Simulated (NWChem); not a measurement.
# GeNH3S, singlet; SMILES [NH2][Ge][SH]

```xyz
6

Ge    -0.4378    -0.5268     0.0031
N      1.2534    -1.1893     0.0002
H      1.4195    -2.1898    -0.0016
H      2.1167    -0.6543     0.0002
S      0.1990     1.6456     0.0051
H     -1.0684     2.1098     0.0074
```
Atoms are numbered in this order, from 1.

Program: NWChem. Low-valent species are run as closed-shell singlets; no triplet was tried in these runs. The geometry was optimised at PBE0/def2-SVP. Vzz is the largest principal value of the second derivative of the potential at the nucleus (NWChem prints the opposite sign); η is the asymmetry. Non-relativistic.

For level PBE/cc-pVTZ:

```
Item            Result
--------------  ------
Vzz Ge1 (a.u.)   2.339
Vzz N2 (a.u.)   -0.655
Vzz S5 (a.u.)    1.459
η S5              0.84
```

**Question.** Estimate the same quantities for level Hartree-Fock/def2-TZVP.

**Answer.** 
- Vzz Ge1 (a.u.): 3.324
- Vzz N2 (a.u.): -0.733
- Vzz S5 (a.u.): 1.886
- η S5: 0.74
